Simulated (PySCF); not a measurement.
# BeGe at UHF

Level: UHF. Be pcseg-1, Ge pcseg-1; no relativity (PySCF 2.14).

| Property | Result |
| --- | --- |
| state | ³Σ⁻ (triplet), unpaired electrons π ↑↑ |
| bond length | 2.260 Å |
| harmonic wavenumber | 358 cm⁻¹ |
| force constant | 0.608 mdyn/Å |
| rotational constant Be | 0.4110 cm⁻¹ |
| anharmonicity ωexe | 11.7 cm⁻¹ |
| vibration–rotation constant αe | 0.0116 cm⁻¹ |
| well depth De to Be + Ge | 0.35 eV |
| dissociation energy D0 | 0.33 eV |
| bond order (Mayer) | 1.37 |
| dipole moment (positive dipole means Be(−)Ge(+)) | -3.00 D |

Spin–orbit coupling is left out. Hartree–Fock leaves out correlation, which carries a large part of most bond energies and some tenths to 1 eV of ionisation energies. The state was picked by a PBE0 search and need not be the measured ground state.
